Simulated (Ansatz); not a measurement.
Relaxation of C₂H₇Ga (10 atoms, charge 0, multiplicity 1), to a largest force component of 0.02 eV/Å in at most 40 steps.

These are results of RKS B3LYP/def2-SVP in Ansatz 0.2.0, not measurements.

```xyz
10
Properties=species:S:1:pos:R:3
Ga 0.000 0.000 0.000
C 0.000 0.000 1.980
H -1.000 -0.309 2.350
H 0.768 -0.711 2.350
C 0.318 1.397 2.487
H 0.916 1.326 3.420
H 0.897 1.948 1.718
H -0.628 1.940 2.696
H 1.360 0.000 -0.785
H -1.360 0.000 -0.785
```

Where does it end, and by what steps?

It converged. The force dipped under the threshold on the way, but the program's further checks kept it going. After 20 steps the energy has fallen by 0.195 eV; H9 moved furthest, 1.42 Å.

```
step  energy less start (eV)  largest force component (eV/Å)  accepted
   0                  0.0000                           0.772       yes
   1                 -0.0985                           0.312       yes
   2                 -0.1257                           0.188       yes
   3                 -0.1531                           0.127       yes
   4                 -0.1590                           0.120       yes
   5                 -0.1598                           0.229       yes
   6                 -0.1634                           0.079       yes
   7                 -0.1694                           0.037       yes
   8                 -0.1720                           0.088       yes
   9                 -0.1730                           0.251       yes
  10                 -0.1713                           0.293        no
  11                 -0.1808                           0.103       yes
  12                 -0.1852                           0.022       yes
  13                 -0.1889                           0.074       yes
  14                 -0.1899                           0.149       yes
  15                 -0.1922                           0.086       yes
  16                 -0.1935                           0.010       yes
  17                 -0.1945                           0.040       yes
  18                 -0.1912                           0.162        no
  19                 -0.1950                           0.020       yes
  20                 -0.1952                           0.019       yes
```

```xyz
10
Properties=species:S:1:pos:R:3
Ga -0.145 -0.006 -0.053
C -0.119 0.109 1.935
H -1.167 0.002 2.270
H 0.380 -0.812 2.291
C 0.530 1.355 2.550
H 0.504 1.332 3.654
H 1.587 1.456 2.252
H 0.020 2.281 2.234
H 0.508 1.124 -0.948
H -0.826 -1.249 -0.755
```

Whether the end is a true minimum wasn't checked by a vibrational analysis.

Run time: 88 s on 1 thread of Arm Neoverse V1, with other jobs on the host, peak memory 0.2 GiB.
